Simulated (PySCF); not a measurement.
The dipole of EtP(CF3)2, `CCP(C(F)(F)F)C(F)(F)F` from its density and from atomic charges.

Coordinates (PBE0-D3(BJ)/def2-SVP, Å) and charges (e) from the PBE0/pcSseg-1 density (PySCF):

| atom | x | y | z | Mulliken | IAO | Hirshfeld | ESP-fitted |
| --- | --- | --- | --- | --- | --- | --- | --- |
| C1 | 2.088 | -0.760 | -0.155 | -0.2794 | -0.4122 | -0.1149 | -0.3436 |
| C2 | 1.043 | 0.329 | -0.352 | -0.5103 | -0.4360 | -0.1141 | +0.2245 |
| P3 | -0.260 | 0.315 | 0.964 | +0.3195 | +0.4536 | +0.1254 | -0.2753 |
| C4 | -1.247 | -1.196 | 0.385 | +0.6258 | +0.6320 | +0.2086 | +0.5523 |
| F5 | -2.487 | -1.157 | 0.867 | -0.2512 | -0.2678 | -0.0882 | -0.1671 |
| F6 | -1.330 | -1.338 | -0.938 | -0.2551 | -0.2711 | -0.0820 | -0.1722 |
| F7 | -0.648 | -2.293 | 0.862 | -0.2627 | -0.2776 | -0.0861 | -0.1708 |
| C8 | -1.383 | 1.639 | 0.212 | +0.6253 | +0.6347 | +0.2082 | +0.4980 |
| F9 | -2.508 | 1.762 | 0.909 | -0.2487 | -0.2659 | -0.0889 | -0.1459 |
| F10 | -1.715 | 1.430 | -1.063 | -0.2562 | -0.2724 | -0.0854 | -0.1836 |
| F11 | -0.728 | 2.806 | 0.266 | -0.2663 | -0.2792 | -0.0888 | -0.1564 |
| H12 | 2.888 | -0.659 | -0.904 | +0.1380 | +0.1526 | +0.0507 | +0.0817 |
| H13 | 1.655 | -1.765 | -0.265 | +0.1364 | +0.1475 | +0.0351 | +0.1064 |
| H14 | 2.553 | -0.703 | 0.842 | +0.1319 | +0.1446 | +0.0422 | +0.1152 |
| H15 | 1.501 | 1.329 | -0.283 | +0.1731 | +0.1610 | +0.0460 | +0.0443 |
| H16 | 0.563 | 0.256 | -1.340 | +0.1799 | +0.1563 | +0.0324 | -0.0075 |

Task: Form Σ q r in debye for every column and set it beside the full dipole.

Result: The full density gives (2.50, -0.02, -0.49) D, 2.55 D in size; dipole vectors point from the negative to the positive end.

```tsv
scheme	μx	μy	μz	size (D)	share of the full size (%)	angle to the full dipole (°)
Mulliken	4.18	-0.21	1.61	4.48	176	32
IAO	3.98	0.27	2.30	4.60	180	41
Hirshfeld	1.34	0.03	0.67	1.50	59	38
ESP-fitted	2.54	-0.02	-0.43	2.58	101	1
```

Task: Which set comes closest?

Result: Length of the difference vector: ESP-fitted 0.07 D, Hirshfeld 1.65 D, Mulliken 2.69 D, IAO 3.17 D. Closest: ESP-fitted. ESP charges are fitted to the potential around the molecule, whose slowest-falling term is the dipole's. The schemes that divide the density aren't constrained to reproduce the dipole.

Task: What is left for the Hirshfeld atoms' own dipoles?

Result: The shares of the density sum to the whole, so what Σ q r misses lies in dipoles about the nuclei. The atomic dipoles sum to (2.50, -0.02, -0.49) − (1.34, 0.03, 0.67) = (1.16, -0.05, -1.16) D, 1.65 D in size.

Task: With the origin at the mean of the coordinates, (-0.001, 0.000, 0.001) Å, which are the largest single terms, by size, of the Hirshfeld dipole along the direction of the full one?

Result: C8 -1.41, C4 -1.29, C1 -1.15, F9 +1.13, F5 +1.10 D; all 16 atoms together +1.18 D. The single terms depend on the origin, their sum doesn't.

Task: Give the size of the full dipole in other units.

Result: 2.55 D = 1.003 au = 0.531 e·Å = 8.51 × 10⁻³⁰ C·m.

The structure is a single PBE0-D3(BJ)/def2-SVP conformer in the gas phase; no vibrational or solvent corrections.

Conformer computed: `[CH3:1][CH2:2][P:3]([C:4]([F:5])([F:6])[F:7])[C:8]([F:9])([F:10])[F:11]`: C1–C2–P3–C4 -75°, C2–P3–C4–F5 -158°, C2–P3–C8–F9 174°.
